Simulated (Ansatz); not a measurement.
I₃Sb, SMILES [I][Sb-]([I])[I], charge -1, multiplicity 2.

Geometry optimised at PBE0-D3(BJ)/def2-SVPD. The def2 effective core potentials stand for the cores of I, Sb; spin–orbit coupling is left out.

Two levels are set side by side: PBE/def2-TZVPD (Ansatz, an electronic-structure program) and CAM-B3LYP/def2-TZVPD (Ansatz). Energy differences of separate SCF runs at the same geometry; the states with an electron removed or added have multiplicity 1. Differences are taken from unrounded values.

```json
[
 {"quantity": "vertical ionisation energy (eV)", "CAM-B3LYP": "4.04"}
]
```

Problem. What does PBE give, and how far is it from CAM-B3LYP? (An estimate is asked for; the answer gives what the named calculation found.)

Solution. 
```tsv
quantity	PBE	PBE minus CAM-B3LYP
vertical ionisation energy (eV)	3.37	-0.67
```
